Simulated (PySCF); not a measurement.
**Computed properties of CH2NO, SMILES [OH+]=C=N, charge +1**

CH2NO, SMILES N=C=[OH+], charge +1. Coordinates come from a PBE0-D3(BJ)/def2-TZVP optimisation. The isomer is the one that the SMILES or the coordinates give; other isomers of the formula were not compared. Other conformers were not sampled. All values are computed for the isolated molecule unless a solvent is named; none is compared with measurement here.

**Structure.** The optimised structure has Cs symmetry. All 9 harmonic modes at PBE0-D3(BJ)/def2-TZVP (PySCF) are real, so it is a minimum. With heavy atoms numbered as in [NH:1]=[C:2]=[OH+:3], the shortest bond between them is N1–C2 at 1.139 Å and the longest C2–O3 at 1.236 Å.

**Vibrations.** The strongest infrared lines (harmonic, unscaled, degenerate partners summed) lie at 3643 cm⁻¹ (761 km/mol, H 94 %), 3707 cm⁻¹ (528 km/mol, H 87 %, N 11 %), 2527 cm⁻¹ (268 km/mol, C 67 %, N 22 %). The softest mode is at 357 cm⁻¹ and the zero-point energy is 20.3 kcal/mol.

**Electronic structure.** M06-2X/def2-TZVPD (PySCF) places the frontier levels at -18.71 and -5.75 eV, a gap of 12.96 eV and a mean polarisability of 18.6 bohr³.

**Excitations.** TDA-B3LYP/def2-SVPD (PySCF) has S1 at 7.75 eV (160 nm, f = 0.000, dark); the most intense of the 10 singlets computed lies at 12.06 eV (f = 0.10). T1 (TDA) is at 7.10 eV, 0.65 eV under S1. No vertical singlet excitation falls in the visible range (under 3.1 eV).

**NMR.** GIAO shifts at PBE0/pcSseg-2 (PySCF) (non-relativistic, atoms alike by connectivity averaged): ¹³C at 103.5 ppm against TMS; ¹H from 6.2 to 7.4 ppm against TMS.
